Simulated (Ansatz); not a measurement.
`B[O][AlH][CH3]` + `N=C=O` → `BN=C=O` + `[CH3][AlH][OH]` at 600 K and 1 bar (ligand exchange at a B–O bond).

Calculated with Ansatz (gas phase, PBE0-D4/def2-TZVP geometries, no zero-point term in ΔE). CBS: MP2 limit from def2 TZ/QZ plus the TZ coupled-cluster correction, frozen cores. This one scheme is used for every species. One conformer a species, not always the lowest.

| species | CCSD(T)/CBS energy (Eh) | H − E (kJ/mol) | S (J/(mol·K)) |
| --- | --- | --- | --- |
| `B[O][AlH][CH3]` | -383.73557 | 237.5 | 438.0 |
| `N=C=O` | -168.51995 | 83.3 | 274.5 |
| `BN=C=O` | -193.93341 | 127.5 | 336.9 |
| `[CH3][AlH][OH]` | -358.31021 | 194.9 | 376.4 |

H − E and S are ideal-gas, rigid-rotor, harmonic terms from PBE0-D4/def2-TZVP, for one conformer and one mirror image of each species. 1 Eh = 2625.50 kJ/mol, R = 8.31446 J/(mol·K).

Task: By hand: ΔE, ΔH, ΔS and ΔG.

Result: ΔE = (-193.93341) + (-358.31021) − (-383.73557) − (-168.51995) = 0.01190 Eh = 31.2 kJ/mol. Δ(H − E) = 127.5 + 194.9 − 237.5 − 83.3 = 1.6, so ΔH = 32.8 kJ/mol. ΔS = 336.9 + 376.4 − 438.0 − 274.5 = 0.8 J/(mol·K). ΔG = 32.8 − 600 × (0.8)/1000 = 32.3 kJ/mol.

Task: By hand: the equilibrium constant, and the temperature at which ΔG would vanish if ΔH and ΔS stayed fixed.

Result: log₁₀ K = −ΔG/(RT ln 10) = -2.8. ΔG = 0 at ΔH/ΔS = 41000 K, far beyond where these terms or the molecules hold.

The number of gas molecules stays the same, so ΔS is small and ΔH decides. A doubt of 5 kJ/mol in ΔE shifts log₁₀ K by 0.4 here. Other conformers and mirror images would add mixing entropy, several J/(mol·K) or more a flexible species. Modes under 60 cm⁻¹, often nearly free rotors, make the harmonic entropy too high. These are equilibria of isolated gas molecules and say nothing of rates. Largest T1 diagnostic: 0.018 (customary marks: 0.02 for closed shells, 0.045 for open ones).
